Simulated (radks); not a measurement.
Results of a calculation; reference values are marked as such.
Q: These are the eigenvalues of the occupied orbitals of an atom or ion with whole-number occupations (eV). Level of theory: scalar-relativistic Kohn-Sham, SCAN, spin-polarised, spherical densities, finite nucleus; meta-GGA in the generalised Kohn-Sham scheme; Fermi nuclear charge, rms radius of each element as measured or else 0.836 A^(1/3) + 0.57 fm (a radial shooting solver on a logarithmic mesh with Libxc functionals).

1s: -1888.721
2s: -379.6060

Which element is it, and in what charge state? The configuration may be excited. Open shells, if any, are filled with parallel spins first.

A: Z = 13, aluminium, charge +9: Al9+ in [He] 2s2. The 1s level, -69.409 hartree, gives Z - s = 11.8 by -(Z - s)^2/2, which with screening and relativity narrows Z to a few neighbours, and with so few levels the electron count can be read from the list.
